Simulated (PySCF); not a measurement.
Ti(F)(SH)3 (FH3S3Ti), SMILES [F][Ti]([SH])([SH])[SH], multiplicity 1.

Geometry: PBE-D3(BJ)/def2-SVP. The multiplicity is an assumed one; no other spin state was optimised. The structure was generated by enumeration; whether it is a known compound was not checked. The values are those of a single conformer.

These are PBE-D3(BJ)/def2-SVP in PySCF values and carry that method's errors.

Frequencies are harmonic and unscaled.

Computed vibrational spectrum:
```
mode  ν (cm⁻¹)  IR (km/mol)  moving atoms (share of kinetic energy)
----  --------  -----------  --------------------------------------
1           89          1.5                          S 78 %, H 11 %
2          102          0.1                         S 77 %, Ti 10 %
3          122          1.0                 S 57 %, Ti 21 %, F 15 %
4          147          2.4          F 49 %, S 31 %, Ti 12 %, H 8 %
5          153          2.1                 F 56 %, S 30 %, Ti 10 %
6          198         27.9                          H 85 %, S 11 %
7          215          7.2                                  H 85 %
8          277         23.1                                  H 95 %
9          361          2.4                 S 67 %, H 16 %, Ti 11 %
10         382         31.5                 H 59 %, Ti 22 %, S 19 %
11         438         50.3                 Ti 47 %, S 37 %, H 15 %
12         480         54.8                 H 62 %, S 23 %, Ti 14 %
13         511         14.7                          H 75 %, S 16 %
14         523         30.6                 H 61 %, S 22 %, Ti 18 %
15         777        110.1                         F 65 %, Ti 33 %
16        2570          0.9                                  H 97 %
17        2572          1.5                                  H 97 %
18        2593          5.6                                  H 97 %
```
